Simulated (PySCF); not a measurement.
**`C1=C(C=O)OC(Cl)=C1`, C₅H₃ClO₂**

Geometry:
```json
{"atom": "O1", "x (Å)": "2.877", "y (Å)": "-0.632", "z (Å)": "0.196"}
{"atom": "C2", "x (Å)": "2.082", "y (Å)": "0.258", "z (Å)": "0.024"}
{"atom": "C3", "x (Å)": "0.643", "y (Å)": "0.091", "z (Å)": "0.004"}
{"atom": "C4", "x (Å)": "-0.148", "y (Å)": "-1.028", "z (Å)": "0.163"}
{"atom": "C5", "x (Å)": "-1.481", "y (Å)": "-0.601", "z (Å)": "0.048"}
{"atom": "C6", "x (Å)": "-1.410", "y (Å)": "0.751", "z (Å)": "-0.173"}
{"atom": "Cl7", "x (Å)": "-2.641", "y (Å)": "1.893", "z (Å)": "-0.403"}
{"atom": "O8", "x (Å)": "-0.148", "y (Å)": "1.180", "z (Å)": "-0.203"}
{"atom": "H9", "x (Å)": "2.397", "y (Å)": "1.305", "z (Å)": "-0.139"}
{"atom": "H10", "x (Å)": "0.206", "y (Å)": "-2.023", "z (Å)": "0.340"}
{"atom": "H11", "x (Å)": "-2.370", "y (Å)": "-1.192", "z (Å)": "0.117"}
```

Computed, not measured: GIAO wB97X-D/pcSseg-1 magnetisability, rotational g tensor and spin-rotation constants, non-relativistic, gas phase in PySCF. Geometry: GFN2-xTB.

Problem. Give the nuclear spin-rotation constants along the inertial axes (H = +C I·J) beside the isotropic shieldings.

Solution. Rotational constants 6.1508, 0.9180, 0.7988 GHz. A star marks the isotopologue with that one atom substituted, in its own axes.
| atom | isotope | Caa (kHz) | Cbb (kHz) | Ccc (kHz) | mean (kHz) | σ (ppm) |
| --- | --- | --- | --- | --- | --- | --- |
| Cl7 | 35Cl | 0.785 | 0.312 | 0.221 | 0.439 | 726.9 |
| H9 | 1H | -0.463 | 0.099 | -0.069 | -0.144 | 22.1 |
| H10 | 1H | -0.070 | 0.021 | -0.088 | -0.046 | 24.1 |
| H11 | 1H | -0.299 | 0.041 | -0.092 | -0.117 | 25.1 |
| O1 | 17O* | -6.449 | -0.609 | 0.009 | -2.350 | -296.0 |
| C2 | 13C* | 2.722 | 0.456 | 0.182 | 1.120 | 3.6 |
| C3 | 13C* | 2.944 | 0.338 | 0.178 | 1.153 | 27.3 |
| C4 | 13C* | 2.483 | 0.364 | 0.094 | 0.981 | 59.2 |
| C5 | 13C* | 2.225 | 0.342 | 0.113 | 0.893 | 68.6 |
| C6 | 13C* | 2.998 | 0.281 | 0.200 | 1.159 | 31.8 |
| O8 | 17O* | -2.645 | -0.327 | -0.105 | -1.026 | 22.8 |

For the geometry as given, no vibrational averaging.

Problem. How do the rotational constants and the g tensor change when H9, H10, H11 are replaced by deuterium?

Solution. Constants 5.2847, 0.9034, 0.7715 GHz; g -0.0920, -0.0229, -0.0014, against -0.1070, -0.0233, -0.0015 before.
